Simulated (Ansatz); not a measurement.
The cluster BeBr2, relaxed as a quintet with UKS PBE-D4/def2-TZVP in Ansatz, starting from the PBE-D4/def2-TZVP geometry of the neutral singlet. Force threshold 0.02 eV/Å.

The gap within one spin of the charge 0 quintet nearly closes, so an electron or hole may be smeared out by delocalisation error. At PBE-D4/def2-TZVP a singlet of charge 0 lies 10.28 eV below the quintet, each at its own geometry. The structure comes from a short search, and lower isomers may exist.

Start:

```xyz
3

Be    0.0001    0.0001    0.0000
Br    0.3349    0.7495    1.7801
Br   -0.3349   -0.7496   -1.7800
```

```csv
step,energy (eV),largest force component (eV/Å),SCF passes
1,-140463.3086,3.181,94
2,-140464.3638,1.765,22
3,-140464.9850,0.805,22
4,-140465.2438,0.291,21
5,-140465.3026,0.031,53
6,-140465.3035,0.013,19
7,-140465.3038,0.005,18
8,-140465.3050,0.014,19
9,-140465.3109,0.029,18
10,-140465.3292,0.048,17
11,-140465.3622,0.086,18
12,-140465.3981,0.083,17
13,-140465.4342,0.059,17
14,-140465.4454,0.026,17
15,-140465.4470,0.005,19
```

Force components are those of the run's own axes.

End:

```xyz
3

Be    0.729    0.681   -0.424
Br   -0.024    0.420    2.019
Br   -0.704   -1.102   -1.595
```

By distances, no bond broke or formed. The bond that changes most is Be1–Br2, from 1.96 to 2.57 Å (atoms count from 1).

The force fell under the threshold at step 6, but the optimiser went on and released 0.143 eV more. No frequencies were taken in this run, so the end may be a saddle point.

Hardware: 4 threads of Arm Neoverse V1 on a shared host. Wall time 18 s.
